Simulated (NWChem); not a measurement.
System: SiCl2F2; SMILES F[Si](F)(Cl)Cl

Input file for NWChem:

```
start job
memory heap 200 mb stack 900 mb global 1100 mb
geometry units angstroms noautosym nocenter noautoz
  F      0.000000     1.288618    -1.266923
  Si     0.000000     0.000000    -0.323471
  F      0.000000    -1.288618    -1.266923
  Cl     1.672895     0.000000     0.806964
  Cl    -1.672895     0.000000     0.806964
end
basis spherical
  * library def2-svp
end
dft
  xc pbe0
  iterations 150
end
cosmo
  do_cosmo_smd true
  solvent water
end
task dft energy
```

Parts of the log:

```
             Northwest Computational Chemistry Package (NWChem) 7.3.0
             --------------------------------------------------------

                             Geometry "geometry" -> ""
                             -------------------------

 Output coordinates in angstroms (scale by  1.889725989 to convert to a.u.)

  No.       Tag          Charge          X              Y              Z
 ---- ---------------- ---------- -------------- -------------- --------------
    1 F                    9.0000     0.00000000     1.28861800    -1.26692300
    2 Si                  14.0000     0.00000000     0.00000000    -0.32347100
    3 F                    9.0000     0.00000000    -1.28861800    -1.26692300
    4 Cl                  17.0000     1.67289500     0.00000000     0.80696400
    5 Cl                  17.0000    -1.67289500     0.00000000     0.80696400

 Effective nuclear repulsion energy (a.u.)     380.0162601168

                                 NWChem DFT Module
                                 -----------------

 Summary of "ao basis" -> "ao basis" (spherical)
 ------------------------------------------------------------------------------
       Tag                 Description            Shells   Functions and Types
 ---------------- ------------------------------  ------  ---------------------
 F                          def2-svp                 6       14   3s2p1d
 Si                         def2-svp                 8       18   4s3p1d
 Cl                         def2-svp                 8       18   4s3p1d

 in cosmo_initialize ...
 calling solv_data for solv:h2o

 solvent parameters
 solvname_short: h2o
 solvname_long:  water
 dielec:       78.4000
 dielecinf:     1.7769
 aqueous SMD model solvent descriptors
 dielec:       78.4000
 sola:          0.8200

          ---------------
          -cosmo- solvent
          ---------------
 Cosmo: York-Karplus, doi: 10.1021/jp992097l
 dielectric constant -eps-     =  78.40
 screen = (eps-1)/(eps    )    =   0.98724
 surface charge correction     = lagrangian

   van der Waals surface
 --------------------------

[...]

                                COSMO-SMD solvation results
                                ---------------------------

             internal energy in gas <Psi(g)|H|Psi(g)> =     -1408.653935783054
         internal energy in solvent <Psi(s)|H|Psi(s)> =     -1408.653867030529
                               delta internal energy  =         0.000068752525 (    0.04 kcal/mol)
   total free energy in solvent <Psi(s)|H+V/2|Psi(s)> =     -1408.655711839374
 polarization energy contribution <Psi(s)|V/2|Psi(s)> =        -0.001844808846 (   -1.16 kcal/mol)
    total free energy in solvent including G(SMD-CDS) =     -1408.651963341703
                       G(SMD-CDS) energy contribution =         0.003748497671 (    2.35 kcal/mol)
     1 M fixed-concentration free energy of solvation =         0.001972441351 (    1.24 kcal/mol)

                       DFT Final Molecular Orbital Analysis
                       ------------------------------------

 Vector   31  Occ=2.000000D+00  E=-3.803332D-01
              MO Center= -5.3D-08, -9.1D-10,  6.0D-01, r^2= 3.9D+00
   Bfn.  Coefficient  Atom+Function         Bfn.  Coefficient  Atom+Function
  ----- ------------  ---------------      ----- ------------  ---------------
    58      0.416057  4 Cl py                76      0.416057  5 Cl py
    55      0.319843  4 Cl py                73      0.319843  5 Cl py
    52      0.185045  4 Cl py                70      0.185046  5 Cl py
     6      0.143863  1 F  pz                38     -0.143863  3 F  pz
     9     -0.102391  1 F  pz                41      0.102391  3 F  pz

 Vector   32  Occ=2.000000D+00  E=-3.667203D-01
              MO Center=  4.6D-08,  2.4D-09,  7.1D-01, r^2= 3.9D+00
   Bfn.  Coefficient  Atom+Function         Bfn.  Coefficient  Atom+Function
  ----- ------------  ---------------      ----- ------------  ---------------
    58      0.452995  4 Cl py                76     -0.452995  5 Cl py
    55      0.336911  4 Cl py                73     -0.336911  5 Cl py
    52      0.195224  4 Cl py                70     -0.195224  5 Cl py
     4      0.101924  1 F  px                36     -0.101924  3 F  px
     7     -0.074334  1 F  px                39      0.074334  3 F  px

 Vector   33  Occ=2.000000D+00  E=-3.584556D-01
              MO Center= -8.7D-09, -1.7D-09,  7.3D-01, r^2= 4.0D+00
   Bfn.  Coefficient  Atom+Function         Bfn.  Coefficient  Atom+Function
  ----- ------------  ---------------      ----- ------------  ---------------
    59      0.339822  4 Cl pz                77     -0.339822  5 Cl pz
    57     -0.308548  4 Cl px                75     -0.308548  5 Cl px
    56      0.256464  4 Cl pz                74     -0.256464  5 Cl pz
    54     -0.232961  4 Cl px                72     -0.232961  5 Cl px
    53      0.147896  4 Cl pz                71     -0.147896  5 Cl pz

 Vector   34  Occ=0.000000D+00  E= 9.775580D-03
              MO Center=  1.6D-08, -1.8D-09,  1.6D-01, r^2= 3.4D+00
   Bfn.  Coefficient  Atom+Function         Bfn.  Coefficient  Atom+Function
  ----- ------------  ---------------      ----- ------------  ---------------
    18      0.943073  2 Si s                 17      0.759126  2 Si s
    57      0.452576  4 Cl px                75     -0.452576  5 Cl px
    16      0.396404  2 Si s                 50     -0.330550  4 Cl s
    68     -0.330550  5 Cl s                  3     -0.252308  1 F  s
    35     -0.252308  3 F  s                 59      0.250406  4 Cl pz

[...]
```

Level: PBE0/def2-SVP, SMD on the gas-phase geometry. The geometry was optimised at PBE0/def2-SVP. Solvent: water.
